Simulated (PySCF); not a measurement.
## Basis-set dependence of Sn2 at MP2

PySCF, UHF reference; triplet, unpaired electrons π ↑↑; De to Sn + Sn without counterpoise correction. Frozen cores follow the default of each basis and core potential.

| basis | relativity | functions | Re (Å) | ωe (cm⁻¹) | De (eV) | frozen orbitals |
| --- | --- | --- | --- | --- | --- | --- |
| cc-pVDZ-PP | scalar-relativistic core potentials | 46 | 2.783 | 192 | 1.92 | 8 |
| def2-SVP | scalar-relativistic core potentials | 52 | 2.776 | 193 | 1.92 | 8 |
| x2c-TZVPPall | spin-free X2C | 120 | 2.720 | 200 | 2.21 | 36 |

**Question.** How does each smaller set differ from the one with most functions, x2c-TZVPPall?

**Answer.** cc-pVDZ-PP: +6.3 pm, -4.0 % in ωe, -0.29 eV in De; def2-SVP: +5.6 pm, -3.5 % in ωe, -0.29 eV in De. All at MP2; the set with most functions is neither the basis-set limit nor always the best. The rows treat relativity differently, so the differences are not basis effects alone.

Correlated steps freeze the inner cores (8 to 36 orbitals); shallow outer-core shells are correlated. Correlated levels converge slowly with the basis: in double zeta they bind strong bonds too weakly, by up to about 1 eV, and carry superposition errors of some tenths. These are scalar-relativistic numbers at best; spin–orbit coupling would shift them, the dissociation energy most. The state was picked by a PBE0 search and need not be the measured ground state.
